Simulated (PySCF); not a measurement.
Basis-set dependence of population analyses: `N#C[C@@]1(F)[SiH2][C@H]1F`

Compound: C3H3F2NSi.
Geometry (PBE0-D3(BJ)/def2-SVP, Å), atoms numbered from 1 in this order:
```xyz
10
C3H3F2NSi angstrom
N     -2.0592    0.9312    1.7001
C     -1.2329    0.8357    0.8935
C     -0.1863    0.7060   -0.0904
F      0.0308    1.8463   -0.8004
Si     1.1966   -0.5366    0.3810
C     -0.1862   -0.5888   -0.8898
F     -1.2880   -1.3674   -0.8741
H      1.0378   -1.1553    1.7150
H      2.5613   -0.3074   -0.1464
H      0.1758   -0.3830   -1.9096
```

PBE0 throughout (PySCF), one geometry, spherical d and f functions. Isolated species at its PBE0-D3(BJ)/def2-SVP geometry, gas phase. The first 7 of 10 kinds of atom are listed.

Mulliken charges (e):

```json
{"basis": "STO-3G", "functions": "42", "N1": "-0.193", "C2": "+0.048", "C3": "-0.052", "F4": "-0.083", "Si5": "+0.538", "C6": "-0.116", "F7": "-0.082"}
{"basis": "6-31G", "functions": "73", "N1": "-0.267", "C2": "+0.192", "C3": "+0.006", "F4": "-0.298", "Si5": "+0.622", "C6": "-0.094", "F7": "-0.290"}
{"basis": "pcSseg-0", "functions": "73", "N1": "-0.337", "C2": "+0.179", "C3": "-0.097", "F4": "-0.320", "Si5": "+0.790", "C6": "-0.213", "F7": "-0.328"}
{"basis": "6-31G*", "functions": "108", "N1": "-0.346", "C2": "+0.248", "C3": "+0.152", "F4": "-0.308", "Si5": "+0.350", "C6": "0.000", "F7": "-0.290"}
{"basis": "cc-pVDZ", "functions": "117", "N1": "-0.119", "C2": "+0.024", "C3": "+0.002", "F4": "-0.186", "Si5": "+0.232", "C6": "+0.139", "F7": "-0.181"}
{"basis": "def2-SVP", "functions": "117", "N1": "+0.007", "C2": "-0.033", "C3": "-0.096", "F4": "-0.212", "Si5": "+0.356", "C6": "+0.098", "F7": "-0.208"}
{"basis": "aug-cc-pVDZ", "functions": "192", "N1": "-0.256", "C2": "-0.340", "C3": "+0.943", "F4": "-0.583", "Si5": "-0.497", "C6": "+0.884", "F7": "-0.504"}
{"basis": "6-311+G(2d,p)", "functions": "215", "N1": "-0.271", "C2": "+0.057", "C3": "+0.327", "F4": "-0.307", "Si5": "+0.467", "C6": "-0.193", "F7": "-0.249"}
{"basis": "def2-TZVP", "functions": "241", "N1": "+0.004", "C2": "-0.259", "C3": "+0.247", "F4": "-0.179", "Si5": "+0.162", "C6": "-0.009", "F7": "-0.180"}
{"basis": "cc-pVTZ", "functions": "256", "N1": "-0.063", "C2": "-0.094", "C3": "+0.130", "F4": "-0.177", "Si5": "+0.168", "C6": "+0.052", "F7": "-0.175"}
{"basis": "IGLO-III", "functions": "284", "N1": "-0.281", "C2": "+0.073", "C3": "+0.194", "F4": "-0.261", "Si5": "+0.699", "C6": "-0.076", "F7": "-0.256"}
{"basis": "pcSseg-2", "functions": "301", "N1": "-0.131", "C2": "+0.037", "C3": "+0.070", "F4": "-0.251", "Si5": "+0.514", "C6": "+0.042", "F7": "-0.250"}
```

IAO charges (e):

| basis | functions | N1 | C2 | C3 | F4 | Si5 | C6 | F7 |
| --- | --- | --- | --- | --- | --- | --- | --- | --- |
| STO-3G | 42 | -0.160 | +0.042 | -0.125 | -0.108 | +0.699 | -0.211 | -0.109 |
| 6-31G | 73 | -0.196 | +0.108 | +0.029 | -0.259 | +0.536 | -0.084 | -0.256 |
| pcSseg-0 | 73 | -0.197 | +0.112 | +0.006 | -0.245 | +0.538 | -0.100 | -0.243 |
| 6-31G* | 108 | -0.211 | +0.115 | +0.033 | -0.272 | +0.634 | -0.068 | -0.269 |
| cc-pVDZ | 117 | -0.203 | +0.109 | +0.037 | -0.273 | +0.623 | -0.069 | -0.269 |
| def2-SVP | 117 | -0.201 | +0.108 | +0.031 | -0.275 | +0.643 | -0.070 | -0.271 |
| aug-cc-pVDZ | 192 | -0.215 | +0.121 | +0.038 | -0.287 | +0.636 | -0.069 | -0.282 |
| 6-311+G(2d,p) | 215 | -0.217 | +0.124 | +0.029 | -0.288 | +0.670 | -0.078 | -0.283 |
| def2-TZVP | 241 | -0.217 | +0.122 | +0.031 | -0.287 | +0.674 | -0.076 | -0.282 |
| cc-pVTZ | 256 | -0.215 | +0.120 | +0.034 | -0.285 | +0.657 | -0.074 | -0.280 |
| IGLO-III | 284 | -0.218 | +0.123 | +0.029 | -0.289 | +0.677 | -0.079 | -0.284 |
| pcSseg-2 | 301 | -0.217 | +0.123 | +0.031 | -0.288 | +0.673 | -0.076 | -0.283 |

Q: Which scheme is steadiest as the basis changes?

A: Largest range over the bases for any column: IAO 0.18 e, Mulliken 1.29 e. IAO charges move least and Mulliken charges most, counted in e. Without the minimal STO-3G basis the ranges are IAO 0.14, Mulliken 1.29 e.

Q: How much do the charges still move between the two largest bases, IGLO-III and pcSseg-2?

A: At most, over all atoms: Mulliken 0.185 e, IAO 0.004 e.

Q: What do the same runs give for the total energy, the frontier levels and the dipole moment?

A: 
```tsv
basis	energy (Eh)	HOMO (eV)	LUMO (eV)	μ (D)
STO-3G	-651.1152	-4.64	3.45	4.15
6-31G	-659.2878	-8.02	-0.91	4.75
pcSseg-0	-658.2340	-8.29	-1.13	5.13
6-31G*	-659.4140	-7.78	-0.86	4.59
cc-pVDZ	-659.4599	-7.84	-0.89	4.53
def2-SVP	-659.0696	-7.95	-0.96	4.69
aug-cc-pVDZ	-659.4905	-8.06	-1.27	4.90
6-311+G(2d,p)	-659.5677	-8.10	-1.33	4.98
def2-TZVP	-659.6048	-8.04	-1.23	4.88
cc-pVTZ	-659.5881	-7.99	-1.13	4.79
IGLO-III	-659.6098	-8.07	-1.21	4.95
pcSseg-2	-659.6080	-8.08	-1.30	4.96
```

The dipole is fixed by the density alone, so its range of 0.98 D shows that the density itself changes with the basis, not only its division among atoms.
